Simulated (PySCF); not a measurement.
Isomers of C5H10FGeO (doublet state), from PBE0-D3(BJ)/def2-SVP geometry optimisation, gas phase (PySCF). One conformer each, no zero-point energy, no frequencies.

Task: Which is lower in electronic energy at this level?
A. `[CH2:1][O:2][C@@H:3]1[CH2:4][GeH2:5][CH2:6][C@H:7]1[F:8]` (doublet state) with H–C1–O2–C3 29° and 179°, C1–O2–C3–C4 -167°, O2–C3–C4–Ge5 -80°, C3–C4–Ge5–C6 -14°, C4–Ge5–C6–C7 -13°, Ge5–C6–C7–F8 -78°: A = 2061, B = 1122, C = 924.6 MHz, dipole 0.98 D
B. `[CH3:1][O:2][C@@H:3]1[CH2:4][GeH:5][CH2:6][C@H:7]1[F:8]` (doublet state) with C1–O2–C3–C4 -167°, O2–C3–C4–Ge5 -78°, C3–C4–Ge5–C6 -17°, C4–Ge5–C6–C7 -11°, Ge5–C6–C7–F8 -80°: A = 2033, B = 1105, C = 914.1 MHz, dipole 1.98 D

Result: B. That is `CO[C@@H]1[CH2][GeH][CH2][C@H]1F` [radical], 11.8 kcal/mol below the other.

| SMILES | mapped SMILES | E (Eh) | relative (kcal/mol) | relative (kJ/mol) | dipole (D) | ⟨S²⟩ |
| --- | --- | --- | --- | --- | --- | --- |
| CO[C@@H]1[CH2][GeH][CH2][C@H]1F | [CH3:1][O:2][C@@H:3]1[CH2:4][GeH:5][CH2:6][C@H:7]1[F:8] | -2447.37476 | 0.0 | 0.0 | 1.98 | 0.752 |
| [CH2]O[C@@H]1[CH2][GeH2][CH2][C@H]1F | [CH2:1][O:2][C@@H:3]1[CH2:4][GeH2:5][CH2:6][C@H:7]1[F:8] | -2447.35597 | 11.8 | 49.3 | 0.98 | 0.754 |
